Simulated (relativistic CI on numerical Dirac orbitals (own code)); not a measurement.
Computed by Dirac-Coulomb-Breit CI, separate exchange-only KLI orbitals for each configuration, model QED, unscaled Slater integrals (own radial code, finite nucleus).

The strongest absorption lines from the ground level of an ion, among the configurations computed and to levels below about 2710 eV (vacuum wavelength in Å, gf): 4.6414 (0.11), 4.9375 (0.35), 5.0534 (0.26), 5.0588 (0.27), 5.9355 (0.31), 6.2695 (1.9), 6.4498 (1.6), 7.0290 (0.14).

(1) Which ion is it?
A. Nb³¹⁺
B. Rb²⁷⁺
C. Rb²⁹⁺
D. Rb²⁵⁺

Answers

(1) B. Rb²⁷⁺ has 10 electrons and the ground level 2s²2p⁶ ¹S0; the strongest line goes to 2s²2p⁵3d ¹P°1. The pattern of lines fixes the number of electrons, and along that sequence the line energies rise steadily with the charge (about as its square where n changes within one kind of shell, about linearly where n is kept but much faster in heavy ions where fine structure, which grows about as Z⁴, sets the gap, and irregularly where shells cross), which fixes Z. Configurations outside the model, such as inner-shell arrays, can give stronger lines. At this charge energies of transitions that change n are usually good to better than 1 %, and those within a shell (Δn = 0) to a few per cent.

LS names give the leading component of a level, which can be under half, so a name can repeat, a term be missing and a line seem to break the LS rules.
